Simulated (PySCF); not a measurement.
## NMR problem set

[PySCF: GFN2-xTB geometry; shieldings: GIAO PBE0/pcSseg-1; rapidly exchanging positions averaged; non-relativistic; one computed conformer; no solvent model]

Scale: ¹H (σref 31.72) and ¹³C (σref 186.93) vs TMS (reference shieldings calculated alike). Splittings of carbon signals by F and P are missing where no couplings were computed. Where no couplings were computed, multiplicities follow the n + 1 count of equivalent neighbours, and m marks all less simple cases (inequivalent or close neighbours, rings, F or P nearby). Shifts are as computed. Against solution values, carbons near 30 ppm lie about +3 ppm off and those near 130 ppm about +5 ppm; carbons on Cl a further +6 ppm. Of 1211 compounds with measured shifts, 218 miss one by over three times the rms of a fit or turn the order of signals round; such compounds aren't used in these exercises. Carbons bonded to Cl come out too deshielded.

Problem. C₅H₅FP₂. ¹H NMR (400 MHz, computed): δ 9.38 (m, 1H), 8.04 (m, 1H), 3.41 (m, 3H). ¹³C{¹H} NMR (computed): δ 222.3 (C), 210.9 (C), 166.7 (CH), 126.6 (CH), 31.3 (CH3). What is it?

Solution. SMILES p1c(C)pccc1F. 5 carbon signals for 5 carbons: no two carbons are equivalent. Carbon types of the structure: 2 × C, 2 × CH, 1 × CH3, which accounts for all hydrogens. δC 222.3: substituted aromatic carbon. δC 210.9: aromatic carbon bearing fluorine; an ipso carbon deshielded by its heteroatom. δC 166.7, 126.6: aromatic CH. δH 9.38, 8.04: hydrogen on an aromatic CH; it sits in the deshielding region of the aromatic ring current.

The data come from this structure; uniqueness wasn't tested.

Problem. C₈H₆ClFO. ¹H NMR (500 MHz, computed): δ 8.58 (m, 1H), 7.57 (m, 1H), 7.55 (m, 1H), 2.77 (s, 3H). ¹³C{¹H} NMR (computed): δ 176.1, 170.5, 147.4, 138.3, 135.2, 129.9, 128.9, 26.4. What is it?

Solution. SMILES Cc1ccc(F)cc1C(=O)Cl. The formula gives 5 degrees of unsaturation (1 ring in the answer). 8 carbon signals for 8 carbons: no two carbons are equivalent. Carbon types of the structure: 4 × C, 3 × CH, 1 × CH3, which accounts for all hydrogens. δC 176.1: carbonyl carbon. δC 170.5: aromatic carbon bearing fluorine; an ipso carbon deshielded by its heteroatom. δC 138.3, 129.9, 128.9: aromatic CH; the aromatic region. δH 8.58, 7.57, 7.55: hydrogen on an aromatic CH.

The data come from this structure; uniqueness wasn't tested.
